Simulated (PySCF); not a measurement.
Species: InCl2(CH2SiH3), CH5Cl2InSi.
Bonds: In1–Cl2, In1–Cl3, In1–C4, C4–Si5. Hydrogens: H6, H7 on C4; H8, H9, H10 on Si5.

Method used: PBE0-D3(BJ)/def2-SVP geometry optimisation, gas phase, def2 core potentials past Kr in PySCF.

Question: Give the optimised bond lengths and angles.

Answer: 
```csv
bond,length (pm)
"In1–Cl2, In1–Cl3",234.3
In1–C4,213.9
C4–Si5,188.3
"C4–H6, C4–H7",110.2
"Si5–H8, Si5–H9, Si5–H10",149.4
```

Bonds in one row agree within 1 pm and their mean is given. A selection of angles:
```csv
angle,degrees
Cl2–In1–Cl3,111.2
Cl2–In1–C4,123.7
Cl3–In1–C4,125.1
In1–C4–Si5,113.6
In1–C4–H6,107.2
In1–C4–H7,105.9
Si5–C4–H6,110.7
H6–C4–H7,108.8
C4–Si5–H8,109.6
C4–Si5–H10,110.8
H8–Si5–H9,108.5
H8–Si5–H10,109.0
```

Dihedral angles: Cl2–In1–C4–Si5 87° (synclinal). The mirror-image conformer, all signs reversed, is as good.

In1 (indium bonded to C and 2 Cl) is planar (angles 125.1°, 123.7° and 111.2°, sum 360.0°, 0.00 Å off the plane of its three neighbours). Si5 (silicon bonded to C and 3 H) is tetrahedral (angles from 108.5° to 110.8°).

Point group: near Cs, missed by 0.14 Å at most; the miss may be what the optimiser left on a soft mode. Stationary, but not proved a minimum. The numbers are those of one conformer.
